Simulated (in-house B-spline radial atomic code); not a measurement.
## Ionising S⁵⁺ with different functionals

Computed with a radial B-spline atomic code at the basis-set limit: scalar-relativistic (spin-free X2C) Hamiltonian, Fermi nucleus of rms radius 3.2611 fm, spin-polarised at highest spin, spherical fractional occupations for the functionals, the average over the highest-spin determinants for Hartree-Fock. The ionisation energy is the difference of two self-consistent energies, [Ne] 3s1 → [He] 2s2 2p6, without Breit or QED terms; ε is the level of the shell that loses the electron (its least bound occupied spin orbital).

| method | rung | ΔSCF (eV) | -ε(3s) (eV) |
| --- | --- | --- | --- |
| Hartree-Fock | Hartree-Fock | 87.58 | 87.62 |
| HF fractional | Hartree-Fock | 87.58 | 87.62 |
| LDA VWN5 | LDA | 88.68 | 81.95 |
| LDA PW92 | LDA | 88.68 | 81.95 |
| LDA exchange-only | LDA | 87.68 | 80.98 |
| PBE | GGA | 88.79 | 81.85 |
| PBEsol | GGA | 88.44 | 81.76 |
| BLYP | GGA | 89.15 | 81.97 |
| RPBE | GGA | 88.69 | 81.74 |
| PW91 | GGA | 88.88 | 81.99 |
| BP86 | GGA | 88.43 | 81.96 |
| AM05 | GGA | 88.30 | 81.75 |
| OLYP | GGA | 88.73 | 81.74 |
| TPSS | meta-GGA | 88.32 | 81.82 |
| SCAN | meta-GGA | 88.05 | 82.21 |
| r2SCAN | meta-GGA | 87.96 | 82.17 |
| revTPSS | meta-GGA | 88.15 | 81.82 |
| PBE0 | global hybrid | 88.56 | 83.42 |
| B3LYP | global hybrid | 89.08 | 83.36 |
| TPSSh | global hybrid | 88.27 | 82.45 |
| BHandHLYP | global hybrid | 88.81 | 85.07 |
| r2SCAN0 | global hybrid | 88.01 | 83.67 |
| B97-1 | global hybrid | 88.17 | 82.91 |
| HSE06 | range-separated hybrid | 88.60 | 83.07 |
| wB97X | range-separated hybrid | 87.14 | 85.83 |
| CAM-B3LYP | range-separated hybrid | 89.08 | 85.20 |
| LC-wPBE | range-separated hybrid | 88.71 | 86.73 |

**Question.** Among the functionals, which spreads more, the ΔSCF values or the orbital energies?

**Answer.** The orbital energies: ΔSCF values span about 2.01 eV and the orbital energies 5.76 eV.

**Question.** How do they compare with the NIST value?

**Answer.** NIST lists 88.053 eV (measured, ground level to ground level). Errors run from -0.91 to +1.10 eV; SCAN is closest (-0.01 eV), but part of that can be cancellation, since the calculations leave out Breit-QED terms. Hartree-Fock also lacks correlation.
